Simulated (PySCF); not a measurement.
Cd(F)(SMe) (CH₃CdFS), SMILES C[S][Cd][F]. Atoms are numbered in the order given.

```xyz
7

Cd     0.0630    -0.5830     0.0000
F     -0.4049    -2.4689     0.0000
S      0.6564     1.6856     0.0000
C     -0.9915     2.5148     0.0000
H     -1.5754     2.2751     0.8992
H     -0.7815     3.5940     0.0000
H     -1.5754     2.2751    -0.8992
```
Charge 0, spin multiplicity 1.

The structure is a stationary point at B3LYP-D3(BJ)/def2-SVP. The def2 effective core potentials stand for the cores of Cd; spin–orbit coupling is left out. One conformer was computed; it need not be the lowest.

Calculation: PySCF with HF/def2-TZVPD.

Mulliken values depend strongly on the basis, most of all with diffuse functions as here. ESP charges are fitted to the potential on shells at 1.4 to 2.0 van der Waals radii. Atomic charges (e):

| atom | Mulliken | ESP fit |
|---|---|---|
| Cd1 | 1.18 | (withheld) |
| F2 | -0.81 | -0.62 |
| S3 | -0.54 | (withheld) |
| C4 | -0.24 | (withheld) |
| H5 | 0.15 | 0.09 |
| H6 | 0.11 | 0.19 |
| H7 | 0.15 | 0.09 |

### Question
Complete the blanks. (The exact figures need the calculation; the answer reports its results.)

### Answer

- Cd1, ESP fit: 1.04
- S3, ESP fit: -0.54
- C4, ESP fit: -0.26
